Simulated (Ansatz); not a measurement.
One change: `C[CH](C)[Zn][OH]` becomes `C[CH](C)[Cd][NH2]`.

Ansatz, PBE0-D4/def2-TZVP geometries, multiplicity 1. Each molecule was computed in one conformer, which needn't be the lowest.

Elements past krypton have def2 core potentials. Scalar relativity is left out up to krypton.

| property | `C[CH](C)[Zn][OH]` |
| --- | --- |
| LUMO energy (PBE/def2-TZVPP) / eV | -1.09 |
| HOMO–LUMO gap (B3LYP/def2-TZVPP) / eV | 6.49 |
| HOMO energy (B3LYP/def2-TZVPP) / eV | -7.10 |
| HOMO energy (PBE0/def2-TZVPP) / eV | -7.25 |
| HOMO energy (ωB97M-V/def2-TZVPP) / eV | -9.45 |
| size of the dipole moment (ωB97M-V/def2-TZVPP) / D | 1.93 |

(1) Give the same properties after the change, and the shifts. (Best estimate.)

Answers

(1) Computed: 
| property | `C[CH](C)[Cd][NH2]` | shift |
| --- | --- | --- |
| LUMO energy (PBE/def2-TZVPP) / eV | -0.97 | 0.12 |
| HOMO–LUMO gap (B3LYP/def2-TZVPP) / eV | 5.59 | -0.90 |
| HOMO energy (B3LYP/def2-TZVPP) / eV | -6.10 | 1.00 |
| HOMO energy (PBE0/def2-TZVPP) / eV | -6.31 | 0.94 |
| HOMO energy (ωB97M-V/def2-TZVPP) / eV | -8.56 | 0.89 |
| size of the dipole moment (ωB97M-V/def2-TZVPP) / D | 1.38 | -0.55 |

With PBE0 the HOMO rises by 0.94 eV and the LUMO rises by 0.09 eV, so the gap narrows by about 0.85 eV. PBE moves the HOMO by 1.07 eV and ωB97M-V by 0.89 eV. Dipoles are sizes alone; their direction can turn.

Positive LUMOs are unbound, so they and the gaps depend on the basis.

B3LYP here is the variant with VWN-RPA as its local correlation; programs differ in this.
